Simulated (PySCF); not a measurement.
# How methods differ on the excitation energy of B

B [He] 2s2 2p1 (2P) → B [He] 2s1 2p1 3d1 (high-spin determinant), as a difference of total energies. Calculation: PySCF 2.14, in aug-cc-pCVTZ-DK with one added diffuse shell each of s, p, d, f type (8s7p5d3f, 75 functions); scalar relativity by spin-free X2C-1e. Correlated levels: valence and next inner shell: nothing frozen. The calculations carry no spin-orbit coupling.

| method | excitation energy (eV) |
| --- | --- |
| UHF | 9.673 |
| MP2 (valence and next inner shell) | 10.812 |
| SCS-MP2 (valence and next inner shell) | 11.055 |
| CCSD (valence and next inner shell) | 11.265 |
| CCSD(T) (valence and next inner shell) | 11.309 |

How much does correlation contribute at CCSD(T) (valence and next inner shell)?

11.309 − (9.673) = 1.636 eV, measured against UHF.

The upper state lies above the first ionisation limit, but in LS coupling its spin forbids autoionisation to the ground ion. A Rydberg-like electron needs more diffuse functions than a valence basis has.

The promoted electron is Rydberg-like, and one or two diffuse shells describe it only roughly, which tends to raise the upper state.

The determinant of the upper state mixes LS terms, which raises its energy above the lowest term, most at the Hartree-Fock and MP2 levels.
